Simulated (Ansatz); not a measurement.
Compare A (`[BH2][Zn][CH2]C`) with its isomer B (`B[CH2][Zn][CH3]`).

Program: Ansatz. Geometries: PBE0-D4/def2-TZVP. ΔE: electronic, gas phase. CCSD(T)/CBS is the MP2 limit (def2-TZVPP, def2-QZVPP) plus CCSD(T) − MP2 in def2-TZVPP, frozen cores. DFT in def2-TZVPP. B3LYP here is the variant with VWN-RPA as its local correlation; programs differ in this. For Zn outer-core shells are correlated without core-valence functions, which leaves a few kJ/mol of doubt a bond. Scalar relativity is left out up to krypton. Each species was taken in one conformer, which may not be the lowest.

A:

```xyz
11

B     1.277    2.726    0.368
Zn    0.290    0.983   -0.185
C    -0.644   -0.665   -0.705
C    -0.555   -1.816    0.299
H     1.036    3.316    1.386
H     2.136    3.229   -0.303
H    -1.696   -0.413   -0.888
H    -0.251   -0.988   -1.677
H     0.479   -2.124    0.477
H    -0.976   -1.544    1.271
H    -1.096   -2.705   -0.043
```

B:

```xyz
11

B     0.532   -1.926    0.557
C    -0.509   -1.075    1.214
Zn   -0.192    0.445   -0.052
C    -0.003    2.000   -1.194
H     1.686   -1.855    0.889
H     0.256   -2.620   -0.386
H    -1.570   -1.285    1.060
H    -0.310   -0.612    2.184
H    -0.392    1.792   -2.194
H     1.049    2.279   -1.290
H    -0.547    2.855   -0.788
```

(1) Which is lower in electronic energy at CCSD(T)/CBS, and by how much? (An estimate is asked.)

(2) Give E(B) − E(A) in kcal/mol with MP2/def2-TZVPP, PBE-D4, r2SCAN-D4, CCSD/def2-TZVPP, B3LYP-D4, B2PLYP, ωB97M-V. (Best estimate.)

Largest T1 diagnostic: 0.013.

Answers

(1) Computed: B, by 31.3 kcal/mol.

(2) The calculation gave: MP2/def2-TZVPP -33.7, PBE-D4 -31.7, r2SCAN-D4 -32.8, CCSD/def2-TZVPP -30.5, B3LYP-D4 -30.8, B2PLYP -31.6, ωB97M-V -31.4. None reverses the order clearly.

In def2-TZVPP, CCSD(T) changes the Hartree–Fock value by −3.9 kcal/mol (the triples alone add −1.0 kcal/mol) and MP2 by −6.2 kcal/mol.
